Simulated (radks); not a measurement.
Results of a calculation; reference values are marked as such.
Q: These are the eigenvalues of the occupied orbitals of an atom or ion with whole-number occupations (hartree). Level of theory: scalar-relativistic Kohn-Sham, LB94 model potential, spin-polarised, spherical densities, finite nucleus; Fermi nuclear charge, rms radius of each element as measured or else 0.836 A^(1/3) + 0.57 fm (a radial shooting solver on a logarithmic mesh with Libxc functionals).

1s down: -2123.842
1s up: -2123.842
2s down: -364.0572
2s up: -364.0540
2p down: -323.1835
2p up: -323.1810
3s down: -88.04673
3s up: -88.04538
3p up: -75.59046
3p down: -75.58914
3d down: -59.94973
3d up: -59.94905
4s up: -23.64167
4s down: -23.49195
4p up: -19.53800
4p down: -19.39183
4d up: -14.02231
4d down: -13.88083
5s up: -8.90035
5s down: -8.79937
4f up: -7.88358
4f down: -7.75420

Which element is it, and in what charge state? The configuration may be excited. Open shells, if any, are filled with parallel spins first.

A: Z = 68, erbium, charge +11: Er11+ in [Kr] 4d10 4f9 5s2. The list shows which subshells hold electrons but not how many an open one holds; the 1s level, -2123.8 hartree, gives Z - s = 65.2 by -(Z - s)^2/2, which with screening and relativity narrows Z to a few neighbours, and the depths of the outer levels then fix element, charge and occupations together.
